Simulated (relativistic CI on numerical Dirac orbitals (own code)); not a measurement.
# Hf²⁺: 4f photoemission

Computed with this model: Dirac-Coulomb-Breit CI, orbitals from a KLI potential per configuration, model QED, valence Slater integrals scaled by 0.8, multiplet model of photoemission in the sudden approximation; configurations [Xe] 4f14 5d2 → [Xe] 4f13 5d2; 300 K; Lorentzian 0.17 eV and Gaussian 0.5 eV FWHM. Energies are those of the free ion, without screening or charge transfer. The energies are binding energies and can lie tens of eV above those of solids. S is read from ⟨S²⟩ = S(S + 1).

Field parameters in Wybourne normalisation: D3d B²₀ = −7Dσ, B⁴₀ = −14Dq − 21Dτ, B⁴₃ = −14√(10/7) Dq. The field is a parameter set, without covalency.

free ion: ground-state S = 0.97, centroid 37.38 eV. Peaks (eV, height): 36.5 (100), 38.1 (59), 39.6 (15).

D3d, 10Dq = 32800, Dσ = -1200, Dτ = -290 cm⁻¹: ground-state S = 1.00, centroid 37.57 eV. Peaks (eV, height): 36.7 (100), 38.4 (68).

D3d, 10Dq = 32800, Dσ = 720, Dτ = -290 cm⁻¹: ground-state S = 0.99, centroid 37.52 eV. Peaks (eV, height): 36.7 (100), 38.4 (63).

Strongest unbroadened transitions for D3d, 10Dq = 32800, Dσ = 720, Dτ = -290 cm⁻¹:

| Energy (eV) | Relative strength |
| --- | --- |
| 36.39 | 77.0 |
| 36.40 | 87.1 |
| 36.45 | 50.6 |
| 36.49 | 100.0 |
| 36.61 | 37.6 |
| 36.71 | 26.8 |
| 36.72 | 40.9 |
| 36.75 | 47.9 |
| 36.76 | 84.1 |
| 36.80 | 85.2 |
| 36.86 | 57.0 |
| 38.06 | 29.2 |
| 38.07 | 27.8 |
| 38.23 | 36.0 |
| 38.30 | 62.8 |
| 38.34 | 43.1 |
| 38.36 | 27.5 |
| 38.50 | 33.5 |
